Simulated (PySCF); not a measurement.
Molecule: `FCc1ccsc1Cl`, C5H4ClFS.

Geometry (Å), atoms numbered from 1 in this order:
```xyz
12

F    -1.532   -1.732   -0.903
C    -1.580   -0.626   -0.090
C    -0.236    0.026   -0.004
C     0.986   -0.690    0.075
C     2.071    0.116    0.148
S     1.650    1.785    0.134
C    -0.028    1.375    0.011
Cl   -1.226    2.595   -0.055
H    -2.325    0.055   -0.511
H    -1.911   -0.979    0.896
H     1.030   -1.764    0.062
H     3.103   -0.162    0.211
```

Frames of a GFN2-xTB Langevin trajectory at 300 K; GIAO PBE0/pcSseg-1 shieldings in PySCF 2.14.0 with density-fitted response routines, gas phase, non-relativistic; equivalent atoms averaged within each frame.

Shifts are taken against calculated references (same method and geometry level): CFCl3 for ¹⁹F (σref 170.95); TMS for ¹³C (σref 186.93), ¹H (σref 31.72); ³³S (σref 503.73) vs CS2; ³⁵Cl (σref 949.78) against HCl. The references are static minima.

How do the shifts (ppm) fluctuate along the trajectory?

Answers


| time (fs) | F1 | C3 | C7 | C5 | C4 | C2 | S6 | Cl8 | H11 | H12 |
| --- | --- | --- | --- | --- | --- | --- | --- | --- | --- | --- |
| optimised geometry | -249.5 | 141.6 | 141.4 | 131.9 | 130.9 | 82.0 | 248 | 183 | 7.34 | 7.04 |
| 250 | -227.7 | 150.0 | 147.2 | 131.8 | 123.3 | 82.1 | 250 | 199 | 7.25 | 6.57 |
| 425 | -262.2 | 137.7 | 159.5 | 128.1 | 132.8 | 78.3 | 379 | 210 | 5.43 | 7.78 |
| 625 | -263.2 | 148.6 | 142.3 | 123.7 | 129.8 | 80.6 | 257 | 177 | 7.10 | 7.19 |
| 800 | -237.3 | 139.8 | 157.9 | 136.7 | 136.0 | 73.8 | 298 | 200 | 6.51 | 7.23 |
| 1000 | -251.4 | 138.4 | 148.0 | 138.1 | 129.3 | 84.6 | 318 | 190 | 7.24 | 7.91 |
| mean of frames | -248.4 | 142.9 | 151.0 | 131.7 | 130.2 | 79.9 | 301 | 195 | 6.70 | 7.34 |
| standard deviation | 15.6 | 5.9 | 7.4 | 6.0 | 4.7 | 4.1 | 52 | 12 | 0.77 | 0.54 |

5 frames give an uncertainty of the mean of about the standard deviation over 2.2 at best, since frames this close in time may not be independent; classical motion lacks zero-point vibration, and the reference would need the same averaging.
